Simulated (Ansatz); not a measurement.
Z-matrix (Å, degrees):
```
C
Al 1 1.948
H 1 1.096 2 110.7
H 1 1.092 2 112.9 3 -120.8
H 1 1.095 2 111.0 3 117.8
C 2 1.947 1 121.3 3 -62.8
H 2 1.590 1 123.8 3 117.1
C 6 1.327 2 116.9 1 -179.9
H 6 1.088 2 124.7 1 -0.0
I 8 2.098 6 125.1 2 179.9
H 8 1.085 6 124.3 2 -0.1
```

Total charge 0; spin multiplicity 1. I: def2 effective core potential.

**Question.** List the ωB97M-V/def2-TZVPP orbital energies in eV (the Gaussian-basis code of Ansatz). (Estimate.)

**Answer.** Computed: Occupied: -1531.82, -283.08, -281.33, -280.76, -190.68, -136.51, -136.22, -136.20, -116.46, -76.15, -75.94, -75.92, -55.41, -55.31, -55.30, -55.05, -55.05, -24.82, -21.92, -21.78, -18.38, -14.93, -14.45, -13.64, -13.59, -12.62, -11.62, -10.58, -10.17, -9.56, -9.17. Lowest empty: 0.13, 1.22, 1.85, 1.98, 2.55, 3.29, 3.84, 4.42.
